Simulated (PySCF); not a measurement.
Computed IR spectrum (relative IR intensity) of a molecule C5H6. Geometry optimised at B3LYP-D3(BJ)/def2-SVP. The values are those of a single conformer. All values below come from B3LYP-D3(BJ)/def2-SVP run with PySCF 2.14.0. Harmonic, unscaled wavenumbers; measured fundamentals usually lie a few per cent lower.

| ν (cm⁻¹) | relative intensity |
|---|---|
| 344 | 9.0 |
| 408 | 2.4 |
| 477 | 11 |
| 644 | 16 |
| 689 | 55 |
| 704 | 49 |
| 922 | 18 |
| 949 | 43 |
| 1027 | 14 |
| 1120 | 4.4 |
| 1296 | 12 |
| 1317 | 5.5 |
| 1427 | 3.9 |
| 1434 | 8.8 |
| 1724 | 14 |
| 2230 | 5.6 |
| 3007 | 17 |
| 3064 | 8.2 |
| 3132 | 10 |
| 3154 | 8.9 |
| 3229 | 14 |
| 3472 | 100 |

Q: Which molecule gave these data?
(A) C=CC#CC
(B) C#CC1CC1
(C) C#CC(=C)C
(D) C#CCC=C

A: D, C#CCC=C
